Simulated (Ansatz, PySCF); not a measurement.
Ways to break one bond of C[Si](C)(C)Cl:

A. C[Si](C)(C)Cl [chloro(trimethyl)silane] -> C[Si](C)C + Cl atom
B. C[Si](C)(C)Cl -> [CH2][Si](C)(C)Cl + H atom
C. C[Si](C)(C)Cl [chloro(trimethyl)silane] -> [CH3] (CH3) + C[Si](C)Cl

Quantity: bond dissociation energy (enthalpy at 298 K, with B3LYP-D3(BJ) rigid-rotor harmonic-oscillator terms), kJ/mol. Each molecule is optimised on its own at B3LYP-D3(BJ)/def2-TZVP (Ansatz, a first-principles code), one conformer each, not searched for the lowest. Frequencies are from Ansatz or PySCF. Correlated levels leave the core frozen unless marked. Open shells are spin-unrestricted. No spin-orbit coupling. Non-relativistic. Basis-set limits of correlation are two-point, X^-3; Hartree-Fock from the larger set. The bracket is a focal-point correction in the basis named.

Question: Rank them by bond dissociation energy at RI-MP2/CBS(cc-pV(T+d)Z,cc-pV(Q+d)Z)+[CCSD(T)-MP2]/cc-pV(T+d)Z (Ansatz), lowest first.

Answer: C (393.3 kJ/mol), B (428.1 kJ/mol), A (499.7 kJ/mol)
